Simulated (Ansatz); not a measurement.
Z-matrix (Å, degrees):
```
C
C 1 1.508
H 1 1.093 2 110.4
H 1 1.092 2 110.5 3 -120.1
H 1 1.092 2 110.5 3 120.1
O 2 1.417 1 109.2 3 179.9
H 2 1.098 1 110.3 3 -59.3
H 2 1.098 1 110.3 3 59.1
Si 6 1.644 2 122.5 1 179.2
P 9 2.239 6 110.9 2 179.6
H 9 1.491 6 110.3 2 -60.0
H 9 1.491 6 110.3 2 59.2
H 10 1.421 9 93.0 6 47.0
H 10 1.421 9 93.0 6 -46.9
```

The species carries charge 0 and has multiplicity 1.

Q: List the PBE/def2-TZVPP orbital energies in eV (the Gaussian-basis code of Ansatz). (Best estimate.)

A: Computed: Occupied: -2075.91, -1780.07, -510.29, -270.40, -268.74, -171.27, -137.73, -122.74, -122.71, -122.63, -94.49, -94.47, -94.44, -25.37, -18.72, -16.02, -15.17, -13.22, -11.70, -11.23, -10.29, -9.74, -9.34, -9.14, -8.19, -8.03, -7.40, -6.62, -6.49. Lowest empty: -0.48, -0.35, -0.08, 0.09, 0.83, 1.17, 1.41, 1.91.
